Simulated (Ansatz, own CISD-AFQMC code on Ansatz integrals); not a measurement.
CH2N2, SMILES `N=C=N` (charge 0, multiplicity 1).

Cartesian coordinates (Å):
```xyz
5

N     -1.1963     0.1245     0.0076
C     -0.0021     0.1071     0.2502
N      1.1886     0.2746     0.4494
H     -1.8459    -0.3381     0.6286
H      1.8601    -0.3916     0.0929
```
Charge 0, spin multiplicity 1.

Frozen-core energies in cc-pVTZ from Ansatz (a program for electronic structure) at a geometry from B3LYP-D3(BJ)/def2-TZVP; the HF reference has <S^2> = 0.00 and the T1 diagnostic is 0.017.

```tsv
level	energy (Ha)
HF	-147.95725
MP2	-148.50971
CCSD	-148.51472
CCSD(T)	-148.54329
```

**Question.** Estimate the energies of CCSDT, phaseless AFQMC, CISD trial (own CISD-AFQMC code on Ansatz integrals; ±0.40 mHa) and CCSDT(Q), and give each level's difference from CCSDT(Q).

**Answer.** 
| level | energy (Ha) | difference from CCSDT(Q) (mHa) |
|---|---|---|
| MP2 | -148.50971 | 35.61 |
| CCSD | -148.51472 | 30.60 |
| CCSD(T) | -148.54329 | 2.03 |
| CCSDT | -148.54335 | 1.97 |
| phaseless AFQMC, CISD trial (own CISD-AFQMC code on Ansatz integrals; ±0.40 mHa) | -148.54448 | 0.84 |
| CCSDT(Q) | -148.54532 | 0.00 |
